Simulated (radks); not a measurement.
Species: Gd V. Configuration: [Xe] 4f6.

Calculated with a radial shooting solver on a logarithmic mesh with Libxc functionals: scalar-relativistic Kohn-Sham, PBE, spin-unpolarised, spherical densities, finite nucleus; Fermi nuclear charge, rms radius 5.1569 fm.

Energy parts (hartree):
total: -11267.2424
kinetic: 12097.3291
electron-nucleus: -27382.2996
Hartree: 4264.7374
exchange-correlation: -247.0093

Orbitals (lengths in bohr, moments of r in powers of bohr; <r^-3> diverges for s and p1/2):
orbital  occ.  eigenvalue (hartree)      <r>  <r^-3>      <r^2>   <1/r>
1s          2             -1842.657  0.02191       -  0.0006549   71.64
2s          2             -305.6980  0.09329       -    0.01028   16.62
2p          6             -272.2482  0.08237   11420   0.008283   15.52
3s          2             -69.13853   0.2444       -    0.06824   6.099
3p          6             -58.77367   0.2430    2396    0.06842   5.734
3d         10             -45.08388   0.2212   323.1    0.05749   5.440
4s          2             -15.29301   0.5519       -     0.3436   2.575
4p          6             -11.86832   0.5836   537.9     0.3872   2.369
4d         10              -7.12686   0.6323   61.02     0.4632   2.093
5s          2              -3.34881    1.292       -      1.870   1.027
5p          6              -2.46828    1.471   83.66      2.434  0.8889
4f          6              -1.96951   0.8009   8.782     0.8066   1.592
5d          0              -1.37255    1.951   6.147      4.328  0.6558
6s          0              -1.17513    2.844       -      8.973  0.4540
6p          0              -0.93640    3.266   18.53      11.86  0.3956

The highest occupied level is 4f at -53.593 eV. The density falls to 0.001 e/bohr^3 at r = 3.09 bohr.
